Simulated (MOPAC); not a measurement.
Input file for MOPAC: AM1 on AlZn, 2S+1 = 2, a spin state set in the input, which need not be the lowest, a point of a bond scan (R = 2.859 Å).

```
AM1 1SCF PRECISE CHARGE=0 UHF MS=0.5 THREADS=1
AlZn

Zn     0.00000000 1     0.00000000 1     0.00000000 1
Al     0.00000000 1     0.00000000 1     2.85893600 1
```

It printed:

```
*******************************************************************************
 **                                                                           **
 **                              MOPAC v23.2.5                                **
 **                                                                           **
 *******************************************************************************
 ** MOPAC's Digital Object Identifier: https://doi.org/10.5281/zenodo.6511958 **
 **                                                                           **
 ** Please cite the open-source release paper for use of this MOPAC version:  **
 ** J. E. Moussa and J. J. P. Stewart (2026)                                  **
 ** MOPAC: An open-source semiempirical molecular orbital program             **
 ** J. Open Source Softw., 11(119), 8025, https://doi.org/10.21105/joss.08025 **
 *******************************************************************************

                              AM1 CALCULATION RESULTS

 *******************************************************************************
 *  AM1        - The AM1 Hamiltonian to be used
 *  UHF        - UNRESTRICTED HARTREE-FOCK CALCULATION
 *
 *
 *
 *                 CHARGE ON SYSTEM = 0
 *
 *
 *
 *  MS=        - IN MECI, MAGNETIC COMPONENT OF SPIN =  0.5
 *  PRECISE    - TIGHTER CRITERIA TO BE USED
 *  1SCF       - DO 1 SCF AND THEN STOP
 *  THREADS=1  - MULTI-THREADING NOT USED
 *  T=         - A TIME OF 172800.0 SECONDS REQUESTED
 *  DUMP=N     - RESTART FILE WRITTEN EVERY 7200.0 SECONDS REQUESTED
 *******************************************************************************
AM1 1SCF PRECISE CHARGE=0 UHF MS=0.5 THREADS=1
 AlZn

   ATOM   CHEMICAL          X               Y               Z
  NUMBER   SYMBOL      (ANGSTROMS)     (ANGSTROMS)     (ANGSTROMS)

     1      Zn          0.00000000  *   0.00000000  *   0.00000000  *
     2      Al          0.00000000  *   0.00000000  *   2.85893600  *



          CARTESIAN COORDINATES

    NO.       ATOM           X           Y           Z

     1        Zn          0.0000      0.0000      0.0000
     2        Al          0.0000      0.0000      2.8589

 Al: (AM1): M. J. S. Dewar, A. J. Holder, Organometallics, 9, 508-511 (1990).
 Zn: (AM1): M.J.S. DEWAR, K.M. MERZ, ORGANOMETALLICS, 7, 522-524 (1988).

           Empirical Formula: Zn Al  =     2 atoms



      MOLECULAR POINT GROUP   :   C*v


          UHF CALCULATION, NO. OF ALPHA ELECTRONS =    3
                           NO. OF BETA  ELECTRONS =    2

 -------------------------------------------------------------------------------
 AM1 1SCF PRECISE CHARGE=0 UHF MS=0.5 THREADS=1
 AlZn



     1SCF WAS SPECIFIED, SO BFGS WAS NOT USED
     SCF FIELD WAS ACHIEVED


                              AM1 CALCULATION
                                                       MOPAC v23.2.5 Linux




          FINAL HEAT OF FORMATION =        103.41961 KCAL/MOL =     432.70766 KJ/MOL


          COSMO AREA              =         90.31 SQUARE ANGSTROMS
          COSMO VOLUME            =         74.51 CUBIC ANGSTROMS

          IONIZATION POTENTIAL    =          5.797945 EV
          ALPHA SOMO LUMO (EV)    =         -5.798 -0.954
          BETA  SOMO LUMO (EV)    =         -8.723 -0.693
          NO. OF ALPHA ELECTRONS  =          3
          NO. OF BETA  ELECTRONS  =          2
          MOLECULAR WEIGHT        =         92.3615         POINT GROUP:  C*v

          MOLECULAR DIMENSIONS (Angstroms)

            Atom       Atom       Distance
           Al     2   Zn     1     2.85894
           Al     2   Zn     1     0.00000
           Zn     1   Al     2     0.00000


          SCF CALCULATIONS        =          1





   ATOM   CHEMICAL          X               Y               Z
  NUMBER   SYMBOL      (ANGSTROMS)     (ANGSTROMS)     (ANGSTROMS)

     1      Zn          0.00000000  *   0.00000000  *   0.00000000  *
     2      Al          0.00000000  *   0.00000000  *   2.85893600  *

                             CARTESIAN COORDINATES

   1   Zn        0.000000000     0.000000000     0.000000000
   2   Al        0.000000000     0.000000000     2.858936000


           Empirical Formula: Zn Al  =     2 atoms



      MOLECULAR POINT GROUP   :   C*v


          ALPHA EIGENVALUES
 -10.86296  -8.80853  -5.79794  -0.95430  -0.71271   4.34120   4.42752   4.77828


           BETA EIGENVALUES
 -10.30807  -8.72278  -0.69305  -0.42259   0.13989   4.42653   4.46971   4.77533


              NET ATOMIC CHARGES AND DIPOLE CONTRIBUTIONS

  ATOM NO.   TYPE          CHARGE      No. of ELECS.   s-Pop       p-Pop
    1         Zn          -0.010060        2.0101     1.93731     0.07275
    2         Al           0.010060        2.9899     1.94392     1.04602
 DIPOLE           X         Y         Z       TOTAL
 POINT-CHG.     0.000     0.000     0.138     0.138
 HYBRID         0.000     0.000    -0.443     0.443
 SUM            0.000     0.000    -0.305     0.305


          ATOMIC ORBITAL ELECTRON POPULATIONS

     Atom    s        px        py        pz
    1 Zn   1.93731   0.01175   0.00000   0.06101
    2 Al   1.94392   0.98825   0.00000   0.05777


                    (SZ)    =    0.500000
                    (S**2)  =    0.753467


          ATOMIC ORBITAL SPIN POPULATIONS

    Atom   Total    s     px     py     pz
         Atomic
    1 Zn -0.0059 -0.015  0.012  0.000 -0.003
    2 Al  1.0059  0.007  0.988  0.000  0.010

 **********************
 *                    *
 * JOB ENDED NORMALLY *
 *                    *
 **********************




 == MOPAC DONE ==
```

The run finished.

Cost: about 0.020 core-seconds (a rough figure).
